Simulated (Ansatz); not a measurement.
Two shapes of singlet AlCl₃.

Shape 1:

```xyz
4

Al    0.0000    0.0000    0.0000
Cl    2.0789    0.0000    0.0000
Cl   -1.0395    1.8004    0.0000
Cl   -1.0395   -1.8004    0.0000
```

Shape 2:

```xyz
4

Al    0.0000    0.0000    0.0000
Cl    2.2453    0.0000    0.0000
Cl   -1.1226    1.9445    0.0000
Cl   -1.1226   -1.9445    0.0000
```

Basis set: cc-pVDZ (spherical functions). Correlated methods keep 20 orbitals frozen. Charge 0, multiplicity 1.

Computed with Ansatz (development build ahead of 0.2.0); each method stands on the lowest determinant of its kind that the runs found.

Q: Which shape is lower in energy, and by how much in each method?

A:

```tsv
method	E(2) − E(1) (eV)
RHF	0.525
RHF-MP2	0.480
```

Shape 1 is lower.
